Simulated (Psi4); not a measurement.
iodine (I₂), singlet, at a GFN2-xTB geometry (all electrons, no relativity), atoms displaced at random by about 0.02 Å a coordinate; PBE0/STO-3G (Psi4).

Input for Psi4:
```
memory 2 GB

molecule {
0 1
I     0.02171489   -0.02468925   -1.31323171
I     0.00299629   -0.01935711    1.31248048
}

set {
  basis sto-3g
  scf_type pk
}

optimize('pbe0')
print_variables()
```

What the program printed (banner, timings and long lists left out):

```
gradient() will perform analytic gradient computation.

   => Loading Basis Set <=

    Name: STO-3G
    Role: ORBITAL
    Keyword: BASIS

         ---------------------------------------------------------
                                   SCF
               by Justin Turney, Rob Parrish, Andy Simmonett
                          and Daniel G. A. Smith
                              RKS Reference
         ---------------------------------------------------------

  ==> Geometry <==

    Molecular point group: d2h
    Full point group: D_inf_h

    Geometry (in Angstrom), charge = 0, multiplicity = 1:

       Center              X                  Y                   Z               Mass
    ------------   -----------------  -----------------  -----------------  -----------------
         I            0.000000000000     0.000000000000    -1.312892162595   126.904471900000
         I            0.000000000000     0.000000000000     1.312892162595   126.904471900000

  Running in d2h symmetry.

  Rotational constants: A = ************  B =      0.03853  C =      0.03853 [cm^-1]
  Rotational constants: A = ************  B =   1155.18666  C =   1155.18666 [MHz]
  Nuclear repulsion =  566.100867657527942

  Charge       = 0
  Multiplicity = 1
  Electrons    = 106
  Nalpha       = 53
  Nbeta        = 53

  ==> Algorithm <==

  SCF Algorithm Type is PK.
  DIIS enabled.
  MOM disabled.
  Fractional occupation disabled.
  Guess Type is SAD.
  Energy threshold   = 1.00e-08
  Density threshold  = 1.00e-08
  Integral threshold = 1.00e-12

  ==> Primary Basis <==

  Basis Set: STO-3G
    Blend: STO-3G
    Number of shells: 22
    Number of basis functions: 54
    Number of Cartesian functions: 58
    Spherical Harmonics?: true
    Max angular momentum: 2

  ==> DFT Potential <==

   => LibXC <=

    Version 7.1.2
    S. Lehtola, C. Steigemann, M. J. T. Oliveira, and M. A. L. Marques,  SoftwareX 7, 1–5 (2018) (10.1016/j.softx.2017.11.002)

   => Composite Functional: PBE0 <=

    PBE0 Hyb-GGA Exchange-Correlation Functional

    C. Adamo and V. Barone,  J. Chem. Phys. 110, 6158 (1999) (10.1063/1.478522)
    M. Ernzerhof and G. E. Scuseria,  J. Chem. Phys. 110, 5029 (1999) (10.1063/1.478401)

    Deriv               =              1
    GGA                 =           TRUE
    Meta                =          FALSE

    Exchange Hybrid     =           TRUE
    MP2 Hybrid          =          FALSE

   => Exchange Functionals <=

    0.7500   Perdew, Burke & Ernzerhof

   => Exact (HF) Exchange <=

    0.2500               HF

   => Correlation Functionals <=

    1.0000   Perdew, Burke & Ernzerhof

   => LibXC Density Thresholds  <==

    XC_HYB_GGA_XC_PBEH:  1.00E-15

   => Molecular Quadrature <=

    Radial Scheme          =       TREUTLER
    Pruning Scheme         =           NONE
    Nuclear Scheme         =       TREUTLER

    Blocking Scheme        =         OCTREE
    BS radius alpha        =              1
    Pruning alpha          =              1
    Radial Points          =             75
    Spherical Points       =            302
    Total Points           =          36752
    Total Blocks           =            342
    Max Points             =            254
    Max Functions          =             40
    Weights Tolerance      =       1.00E-15

  ==> Integral Setup <==

  Using in-core PK algorithm.
   Calculation information:
      Number of atoms:                   2
      Number of AO shells:              22
      Number of primitives:             66
      Number of atomic orbitals:        58
      Number of basis functions:        54

      Integral cutoff                 1.00e-12
      Number of threads:                 1

  Performing in-core PK
  Using 2206710 doubles for integral storage.
  We computed 17670 shell quartets total.
  Whereas there are 32131 unique shell quartets.

  ==> DiskJK: Disk-Based J/K Matrices <==

    J tasked:                  Yes
    K tasked:                  Yes
[...]
  @RKS Final Energy: -13705.13250297048035
    Total Energy =                     -13705.1325029704803455
  @RKS Final Energy: -13705.13247337646681
    Total Energy =                     -13705.1324733764686243
  @RKS Final Energy: -13705.13532392562229
    Total Energy =                     -13705.1353239256222878
  @RKS Final Energy: -13705.13614713812603
    Total Energy =                     -13705.1361471381260344
  @RKS Final Energy: -13705.13617335172057
    Total Energy =                     -13705.1361733517205721
  @RKS Final Energy: -13705.13617363448975
    Total Energy =                     -13705.1361736344897508
[...]

    Exchange Hybrid     =           TRUE
    MP2 Hybrid          =          FALSE

   => Exchange Functionals <=

    0.7500   Perdew, Burke & Ernzerhof

   => Exact (HF) Exchange <=

    0.2500               HF

   => Correlation Functionals <=

    1.0000   Perdew, Burke & Ernzerhof

   => LibXC Density Thresholds  <==

    XC_HYB_GGA_XC_PBEH:  1.00E-15

   => Molecular Quadrature <=

    Radial Scheme          =       TREUTLER
    Pruning Scheme         =           NONE
    Nuclear Scheme         =       TREUTLER

    Blocking Scheme        =         OCTREE
    BS radius alpha        =              1
    Pruning alpha          =              1
    Radial Points          =             75
    Spherical Points       =            302
    Total Points           =          36752
    Total Blocks           =            344
    Max Points             =            250
    Max Functions          =             40
    Weights Tolerance      =       1.00E-15

  -Total Gradient:
     Atom            X                  Y                   Z
    ------   -----------------  -----------------  -----------------
       1        0.000000000000     0.000000000000    -0.000091991241
       2        0.000000000000     0.000000000000     0.000091991241

    			-----------------------------------------

    			 OPTKING 3.0: for geometry optimizations

    			     By R.A. King, Bethel University

    			        with contributions from

    			    A.V. Copan, J. Cayton, A. Heide

    			-----------------------------------------

	                            ===> Fragment 1 <==

	 Z (Atomic Numbers)          Masses                          Geom
	      53.000000            126.904472         0.00000000  0.00000000 -2.58211800
	      53.000000            126.904472         0.00000000  0.00000000  2.58211800

	 - Coordinate -           - BOHR/RAD -       - ANG/DEG -
	 R(1,2)           =         5.164236           2.732796

	        --- Internal Coordinate Step in ANG or DEG, aJ/ANG or AJ/DEG ---
	-------------------------------------------------------------------------------
	           Coordinate      Previous         Force          Change          New
	           ----------      --------        ------          ------        ------
	               R(1,2)       2.73280       -0.00076       -0.00038       2.73241
	-------------------------------------------------------------------------------

	                                 ==> Convergence Check <==

	Measures of convergence in internal coordinates in au.

	Criteria marked as inactive (o), active & met (*), and active & unmet ( ).

	----------------------------------------------------------------------------------------------
	   Step    Total Energy     Delta E     Max Force     RMS Force      Max Disp      RMS Disp
	----------------------------------------------------------------------------------------------
	  Convergence Criteria     1.00e-06 *    3.00e-04 *             o    1.20e-03 *             o
	----------------------------------------------------------------------------------------------
	     6  -13705.13617363   -2.83e-07 *    9.20e-05 *    9.20e-05 o    7.24e-04 *    7.24e-04 o  ~
	----------------------------------------------------------------------------------------------

Next Geometry in Ang
	Fragment 1 (Ang)

	    I   0.0000000000   0.0000000000  -1.3662063296
	    I   0.0000000000   0.0000000000   1.3662063296

    Final optimized geometry and variables:
    Molecular point group: d2h
    Full point group: D_inf_h

    Geometry (in Angstrom), charge = 0, multiplicity = 1:

    I            0.000000000000     0.000000000000    -1.366398001909
    I            0.000000000000     0.000000000000     1.366398001909

  Variable Map:
  ----------------------------------------------------------------------------
[...]
  Array Variable Map:
  ----------------------------------------------------------------------------
[...]
Optimizer: Optimization complete!
```
